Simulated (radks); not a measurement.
Effect of the nuclear size on neutral titanium, [Ar] 3d2 4s2. All-electron calculation, Dirac Kohn-Sham, relativistic LDA (MacDonald-Vosko exchange, VWN5 correlation), spin-unpolarised, spherical densities, finite nucleus; open shells are shared between the two j in proportion to 2j + 1; Fermi nuclear charge, rms radius 3.5921 fm. Program: a radial shooting solver on a logarithmic mesh with Libxc functionals. The rms radius is varied about that value; shifts are against it.

rms radius (fm) = 2.8773: total energy shift (eV) -0.0174; density at nucleus (e/bohr^3) 8473; 1s1/2 shift (meV) -7.32; 2s1/2 shift (meV) -0.608
rms radius (fm) = 3.4592: total energy shift (eV) -0.00351; density at nucleus (e/bohr^3) 8425; 1s1/2 shift (meV) -1.48; 2s1/2 shift (meV) -0.123
rms radius (fm) = 3.5921: total energy shift (eV) 0; density at nucleus (e/bohr^3) 8415; 1s1/2 shift (meV) 0.000; 2s1/2 shift (meV) 0.000
rms radius (fm) = 3.7968: total energy shift (eV) 0.00566; density at nucleus (e/bohr^3) 8401; 1s1/2 shift (meV) 2.38; 2s1/2 shift (meV) 0.198
rms radius (fm) = 4.2782: total energy shift (eV) 0.0202; density at nucleus (e/bohr^3) 8370; 1s1/2 shift (meV) 8.50; 2s1/2 shift (meV) 0.706

Slopes of the eigenvalues against <r^2> in GHz/fm^2, as finite differences over the two radii next to the reference (eigenvalue slopes, not the field-shift constants of lines): 1s1/2 381, 2s1/2 31.7.
